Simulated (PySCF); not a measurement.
Match the calculated data to a structure.

All candidates are C3H8Si.

| technique | computed result |
| --- | --- |
| UV, strongest line | among the 10 lowest singlet transitions: S2 at 7.18 eV (173 nm, f = 0.473) [TDDFT wB97X-D/def2-SVPD] |
| XPS | Si2p3/2 106.4, C1s 290.1, C1s 290.2, C1s 290.4, Si1s 1846.2 eV [ΔSCF SCAN, pcX-2 on the ionised atom, pcseg-1 elsewhere, spin-free X2C, 2p3/2 from a spin–orbit splitting computed afterwards within the 2p shell] |
| Dipole | 0.72 D [wB97X-D/def2-SVPD] |
| Triplet | lowest triplet excitation (Tamm–Dancoff): 4.34 eV [TDA wB97X-D/def2-SVPD] |
| 13C NMR | chemical shifts (computed TMS as zero) by class: 144.9 (1 C), 143.0 (1 C), -5.3 (1 C) ppm [GIAO PBE0/pcSseg-1] |
| Rotational structure | rotational constants A, B, C: 13.589, 3.012, 2.790 GHz [PBE0-D3(BJ)/def2-SVP] |

The electronic properties come from PySCF, for the isolated species, density fitting. Levels stand in brackets. Isolated species at its PBE0-D3(BJ)/def2-SVP geometry (one conformer only). NMR classes are plain means over equivalent atoms (diastereotopic ones count apart unless rotation or inversion swaps them), as if these changed places fast.

Problem. Which candidate is it?
A. `[H][Si]([H])([H])CC=C`
B. `C=C(C)[SiH3]`
C. `C[C@H]1C[SiH2]1`
D. `[SiH3]C1CC1`
E. `[H][Si]([H])(C)C=C`

Solution. E. It is `[H][Si]([H])(C)C=C`. 3 carbons fall into 3 classes; from least to most shielded: carbon bonded to C and 2 H (144.9 ppm), carbon bonded to C, Si and H (143.0 ppm), carbon bonded to Si and 3 H (-5.3 ppm). The core levels belong to: Si2p3/2 106.4 eV, silicon bonded to 2 C and 2 H; C1s 290.1 eV, carbon bonded to C, Si and H; C1s 290.2 eV, carbon bonded to Si and 3 H; C1s 290.4 eV, carbon bonded to C and 2 H; Si1s 1846.2 eV, silicon bonded to 2 C and 2 H. The optimised geometry has point group C1 and is an asymmetric top.

The others, at the same levels:
- `C=C(C)[SiH3]` fails: its computed core binding energies are Si2p3/2 106.6, C1s 290.1, C1s 290.2, C1s 290.9, Si1s 1846.3 eV, rotational constant A is 8.545 GHz (against 13.589 GHz) and smallest rotational constant is 2.996 GHz (against 2.790 GHz).
- `C[C@H]1C[SiH2]1` fails: its computed 13C shifts are 19.8 (1 C), 2.7 (1 C), 0.1 (1 C) ppm, rotational constant A is 10.687 GHz (against 13.589 GHz) and smallest rotational constant is 3.648 GHz (against 2.790 GHz).
- `[SiH3]C1CC1` fails: it has 2 carbon classes against 3; its computed 13C shifts are 4.7 (2 C), -10.0 (1 C) ppm, core binding energies are Si2p3/2 106.5, C1s 290.3, C1s 290.7 (×2), Si1s 1846.3 eV and smallest rotational constant is 3.314 GHz (against 2.790 GHz).
- `[H][Si]([H])([H])CC=C` fails: its computed core binding energies are Si2p3/2 106.7, C1s 290.0, C1s 290.5, C1s 290.7, Si1s 1846.4 eV, strongest line among the 10 lowest singlet transitions is S1 at 6.90 eV (180 nm, f = 0.425) (against S2 at 7.18 eV) and rotational constant A is 15.663 GHz (against 13.589 GHz).
